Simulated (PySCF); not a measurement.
**Diatomics of Se with group 3**

PBE0 with triple-zeta basis sets in PySCF, for the lowest determinant that a PBE0 search found; no spin–orbit coupling. De refers to high-spin ground-configuration atoms. A positive dipole means M(−)Se(+).

```tsv
M	basis	state (unpaired electrons)	Re (Å)	ωe (cm⁻¹)	De (eV)	μ (D)
Sc	x2c-TZVPPall	doublet (σ ↑)	2.250	439	4.37	-5.70
Y	x2c-TZVPPall	doublet (σ ↑)	2.394	351	4.92	-6.46
La	def2-TZVPP	doublet (σ ↑)	2.530	309	5.17	-6.61
```

The shortest bond is that of ScSe (2.250 Å), the longest that of LaSe (2.530 Å).

The rows differ in basis set, which adds steps of its own.

Down a group the atoms grow and get heavier, so bonds lengthen and wavenumbers fall; this series shows no clear exception.

The metal atom is held in its measured ground configuration; semilocal functionals can put another filling of s and d lower by some tenths of an eV, and De to that atom would be smaller. Spin–orbit coupling is left out, which matters for elements this heavy, above all for dissociation energies. With d or f electrons several states lie close, and the lowest PBE0 determinant need not be the measured ground state.
